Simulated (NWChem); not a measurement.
Species: GeHSI, singlet; SMILES [SH][Ge][I]

```xyz
4

Ge     0.7970    -1.0641     0.0000
I     -0.1091     1.3353     0.0000
S     -1.1924    -2.0870     0.0000
H     -0.6442    -3.3261     0.0000
```
Atoms are numbered in this order, from 1.

Computed with NWChem. Low-valent species are run as closed-shell singlets; no triplet was tried in these runs. Geometry: optimised at PBE0/def2-SVP. No frequency run checked for a minimum. def2 effective core potentials on I; no spin-orbit coupling. Ions are spin-unrestricted doublets at the neutral geometry; other ion states weren't tried.

For level PBE0/def2-SVP:

| Quantity | Value |
|---|---|
| vertical ionisation energy, ΔSCF (eV) | 9.09 |
| −ε(HOMO) (eV) | 7.10 |

Problem. What are these values for level PBE/def2-SVP?

Solution. The vertical ionisation energy, ΔSCF (eV) is 8.86 and the −ε(HOMO) (eV) is 6.03.
